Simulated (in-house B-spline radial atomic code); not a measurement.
A run on an ion of nuclear charge 26 with 26.6 electrons that did not converge. Method: scalar-relativistic (X2C) LDA exchange-only, spin-polarised, spherical fractional occupations, Fermi nucleus of rms radius 3.7377 fm; computed with an all-electron radial atomic-structure program (B-spline basis).

Command:
```bash
python run_scf.py task.json out
```
Settings (nuclear radius in fm, mass in u):
```
Z                26
configuration    [Ar] 3d6.6 4s2
hamiltonian      x2c
method           lda,
spin_polarised   True
nucleus          fermi
rms_radius       3.7377
atomic_mass      55.93494
speed_of_light   137.035999084
```

First and last ten iterations of the last attempt (damped for 15 steps, keeping 80 % of the old Fock matrix, then DIIS):
```
 iter        energy (Eh)    residual
    1       -1255.324634    3.95e-01
    2       -1255.887442    6.21e-01
    3       -1261.628168    4.26e-01
    4       -1264.893484    2.62e-01
    5       -1266.591364    1.47e-01
    6       -1267.385253    9.09e-02
    7       -1267.717734    6.53e-02
    8       -1267.846820    4.43e-02
    9       -1267.898302    2.92e-02
   10       -1267.922007    2.06e-02
  111       -1267.195328    6.99e-02
  112       -1267.195434    6.98e-02
  113       -1267.195497    6.98e-02
  114       -1267.195037    6.99e-02
  115       -1267.196156    6.98e-02
  116       -1267.942124    8.81e-03
  117       -1267.941995    8.89e-03
  118       -1267.199588    6.95e-02
  119       -1267.205613    6.92e-02
  120       -1267.203667    6.92e-02
 not converged after 120 iterations
```

The smallest residual met was 5.8e-03; the threshold is about 3e-07. No energy from this run should be used. The likely cause: this method binds the added charge weakly or not at all at the basis-set limit, so charge moves back and forth between the atom and the box. Run time, properties included: 2 s on 1 thread of Intel(R) Xeon(R) Platinum 8488C, on a shared host.
